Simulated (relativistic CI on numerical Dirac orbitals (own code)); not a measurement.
V⁴⁺ in a cubic cluster: 2p photoemission with charge transfer

Computed with a charge-transfer multiplet model of a cubic metal-ligand cluster with up to 2 ligand holes, Slater and spin-orbit integrals from Dirac-Coulomb-Breit ions, Slater integrals scaled by 0.9. The ground state mixes d1 with configurations of k ligand holes L, whose averages lie at kΔ + k(k − 1)U_dd/2; a core hole lowers each added d electron by U_cd. 20 K, Lorentzian 0.6 eV and Gaussian 0.8 eV FWHM.

Atomic integrals in eV (Slater integrals scaled, ζ unscaled), ground: F2dd 9.064, F4dd 5.680, zeta_d 0.029; with the core hole: F2dd 9.064, F4dd 5.680, zeta_d 0.047, zeta_core 4.606, F2cd 6.737, G1cd 5.189, G3cd 2.951. Where a configuration has fewer than two d electrons, the dd integrals are those of d2.

Cluster parameters (eV): Δ = 0.1, U_cd = 8, 10Dq = 1.15, 10Dq(ligand) = 0.5, V(eg) = 3.05, V(t2g) = -1.5, final-state hopping factor = 0.9.

| Case | n_d | d1 | d2L | d3L2 | S |
| --- | --- | --- | --- | --- | --- |
| U_dd = 5.6 eV | 1.93 | 0.26 | 0.55 | 0.19 | 0.50 |
| U_dd = 6.3 eV | 1.91 | 0.27 | 0.56 | 0.17 | 0.50 |
| U_dd = 7.7 eV | 1.87 | 0.28 | 0.56 | 0.15 | 0.50 |

Weights, n_d and S are thermal averages at 20 K. Binding energies count from the first peak over 30 % of the highest in each spectrum, which can be another peak from case to case. The parameters are a model scan and need not match a compound or its usual spin state. Peaks in eV (height, largest 100):
- U_dd = 5.6 eV: 0.0 (100), 3.7 (13), 8.2 (36), 10.9 (11), 13.6 (14), 21.7 (6)
- U_dd = 6.3 eV: 0.0 (100), 3.7 (13), 8.2 (35), 10.9 (11), 13.5 (13), 21.6 (6)
- U_dd = 7.7 eV: 0.0 (100), 3.8 (13), 8.3 (35), 13.6 (12), 21.7 (5)

Curve for U_dd = 7.7 eV (points under 2 left out, the grid thinned):

(E (eV), Intensity): (-3.5, 2.1), (-2.9, 3.0), (-2.2, 5.7), (-1.6, 13.6), (-0.9, 50.0), (-0.3, 91.7), (0.3, 95.7), (1.0, 52.8), (1.6, 27.0), (2.2, 15.6), (2.9, 12.0), (3.5, 12.6), (4.2, 12.5), (4.8, 11.7), (5.4, 12.4), (6.1, 17.6), (6.7, 24.8), (7.4, 27.8), (8.0, 33.0), (8.6, 32.2), (9.3, 18.0), (9.9, 11.4), (10.5, 10.4), (11.2, 9.8), (11.8, 9.4), (12.5, 9.9), (13.1, 11.3), (13.7, 12.2), (14.4, 10.5), (15.0, 7.8), (15.7, 5.2), (16.3, 4.0), (16.9, 3.4), (17.6, 2.9), (18.2, 2.6), (18.9, 2.1), (20.2, 2.5), (20.8, 3.9), (21.5, 5.4), (22.1, 5.0), (22.7, 3.5), (23.4, 2.5), (24.0, 2.1), (24.7, 2.4), (25.3, 2.1)

For the case U_dd = 6.3 eV, Δ = 0.1 eV is smaller than U_dd = 6.3 eV, the charge-transfer side of the Zaanen-Sawatzky-Allen scheme. With the core hole the average of the configuration with one ligand hole lies at Δ − U_cd = -7.9 eV before mixing: it lies below the unscreened one, so the lowest final states are mostly screened and the unscreened weight appears at higher binding energy as a satellite.

With at most 2 ligand holes the space is cut while the next configuration still counts, so covalency is underestimated, and a final configuration with one more ligand hole, which can lie low, is missing from the spectra.
